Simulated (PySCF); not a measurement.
GaHBr2, SMILES [Br][GaH][Br]. Atoms are numbered in the order given.

```xyz
4

Ga     0.0000     0.0000     0.8110
H      0.0000     0.0000     2.3615
Br     0.0000     1.9329    -0.3929
Br     0.0000    -1.9329    -0.3929
```
Charge 0, spin multiplicity 1.

Geometry optimised at PBE0-D3(BJ)/def2-SVP.

Level of theory: C-PCM-PBE0/def2-SVP in PySCF.

The values are the electrostatic part of the solvation free energy, E(continuum) − E(gas) at the gas-phase geometry, in a cavity of scaled van der Waals radii (PySCF's table); cavitation and dispersion terms are not included. A continuum can't describe solvent molecules that bind to the metal. In vacuum the orbital gap is 6.61 eV. The dipole moment in vacuum is 1.40 D.

| solvent | ε | ΔG(elec) (kcal/mol) | dipole (D) | gap (eV) |
|---|---|---|---|---|
| water | 78.36 | -3.8 | 2.09 | 7.09 |
| benzene | 2.27 | -2.0 | 1.74 | 6.86 |
| ethylethanoate | 5.99 | ? | ? | ? |

Problem. Fill in the missing entries. (The exact figures need the calculation; the answer reports its results.)

Solution. 
- ethylethanoate, ΔG(elec) (kcal/mol): -3.2
- ethylethanoate, dipole (D): 1.95
- ethylethanoate, gap (eV): 7.00
